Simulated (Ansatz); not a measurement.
`[OH][In]([F])[Br]` and `[OH][In]([F])[F]` differ in one atom or group.

Ansatz, PBE0-D4/def2-TZVP geometries, multiplicity 1. Each molecule was computed in one conformer, which needn't be the lowest.

Elements past krypton have def2 core potentials. Scalar relativity is left out up to krypton.

| property | `[OH][In]([F])[Br]` |
| --- | --- |
| LUMO energy (PBE0/def2-TZVPP) / eV | -2.71 |
| HOMO energy (PBE0/def2-TZVPP) / eV | -8.94 |
| LUMO energy (ωB97M-V/def2-TZVPP) / eV | -0.77 |
| size of the dipole moment (ωB97M-V/def2-TZVPP) / D | 2.50 |
| HOMO energy (PBE/def2-TZVPP) / eV | -7.60 |
| HOMO–LUMO gap (ωB97M-V/def2-TZVPP) / eV | 10.40 |

Task: What does the change do to each property? (An estimate is asked.)

Result: Computed: 
```
                                          property  `[OH][In]([F])[F]`  shift
                LUMO energy (PBE0/def2-TZVPP) / eV               -2.84  -0.13
                HOMO energy (PBE0/def2-TZVPP) / eV               -9.66  -0.72
             LUMO energy (ωB97M-V/def2-TZVPP) / eV               -0.85  -0.08
size of the dipole moment (ωB97M-V/def2-TZVPP) / D                2.13  -0.37
                 HOMO energy (PBE/def2-TZVPP) / eV               -7.93  -0.33
           HOMO–LUMO gap (ωB97M-V/def2-TZVPP) / eV               11.29   0.89
```

With PBE0 the HOMO falls by 0.72 eV and the LUMO falls by 0.13 eV, so the gap widens by about 0.59 eV. PBE moves the HOMO by -0.33 eV and ωB97M-V by -0.97 eV. Dipoles are sizes alone; their direction can turn.

Spin–orbit coupling is left out; it splits and shifts lone-pair levels of the heavy atoms by tenths of an eV.
